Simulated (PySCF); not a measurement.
C3H8SSi2, SMILES CS[SiH2][SiH2]C#C (GFN2-xTB optimised geometry):

```
14

C      2.866    -2.356     0.476
C      2.545    -1.213     0.283
Si     2.049     0.546     0.000
Si    -0.260     0.546     0.000
S     -0.900     2.604     0.000
C     -2.699     2.369    -0.008
H      3.147    -3.357     0.644
H      2.661     1.335     1.075
H      2.644     0.955    -1.279
H     -0.915    -0.053    -1.169
H     -0.923    -0.051     1.164
H     -2.992     1.837    -0.908
H     -2.997     1.813     0.876
H     -3.147     3.357     0.004
```

Level of theory: B3LYP/def2-TZVP in PySCF.

Q: What are the frontier orbital energies and the dipole moment?

A: HOMO-2 -8.08 eV, HOMO-1 -7.78 eV, HOMO -6.53 eV, LUMO -0.80 eV, LUMO+1 -0.55 eV; dipole moment 1.35 D.

Meta-Löwdin charges at B3LYP/def2-TZVP: C1 -0.16, C2 -0.28, Si3 0.44, Si4 0.37, S5 -0.19, C6 -0.38, H7 0.17, H8 -0.08, H9 -0.08, H10 -0.10, H11 -0.10, H12 0.12, H13 0.12, H14 0.14.
